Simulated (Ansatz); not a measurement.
`CCCCSSCCCC`, charge 0, multiplicity 1.

(1) Give a relaxed structure at PBE0-D4/def2-TZVP (Ansatz 0.2.0). (Estimate.)

Answers

(1) The calculation gave: 
```xyz
28

C    -1.567    0.796   -1.656
C    -2.529    1.450   -0.679
C    -2.209    1.263    0.800
C    -2.376   -0.145    1.347
S    -1.010   -1.317    1.088
S     0.470   -0.569    2.258
C     1.553    0.369    1.132
C     2.801   -0.394    0.717
C     2.551   -1.635   -0.127
C     1.931   -1.347   -1.484
H    -1.542   -0.290   -1.546
H    -1.850    1.022   -2.687
H    -0.546    1.161   -1.507
H    -3.545    1.080   -0.866
H    -2.563    2.525   -0.883
H    -1.198    1.619    1.025
H    -2.882    1.911    1.374
H    -2.558   -0.120    2.423
H    -3.236   -0.646    0.888
H     0.950    0.672    0.276
H     1.826    1.275    1.680
H     3.354   -0.674    1.619
H     3.447    0.300    0.162
H     3.506   -2.151   -0.266
H     1.913   -2.326    0.433
H     1.846   -2.261   -2.077
H     2.538   -0.637   -2.055
H     0.927   -0.930   -1.388
```
This is one stationary point; other conformers may exist.
